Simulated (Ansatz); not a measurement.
The cluster TeAu2. The state is a singlet with charge 0. Geometry relaxed at PBE0-D4/def2-TZVP.

```xyz
3

Au    0.649    0.987   -1.398
Au   -0.889   -1.561    0.352
Te    0.239    0.574    1.047
```

In the def2 sets Au, Te take a core potential; there is no spin–orbit coupling. The structure comes from a short search, and lower isomers may exist.

Q: Estimate the harmonic wavenumbers at RKS PBE0-D4/def2-TZVP (Ansatz, unscaled). Is this a minimum?

A: 25, 190, 204 cm⁻¹. Yes, no mode is imaginary beyond noise. Zero-point energy 2.5 kJ/mol. Run time 26 s (4 threads of Arm Neoverse N1 on a shared host).
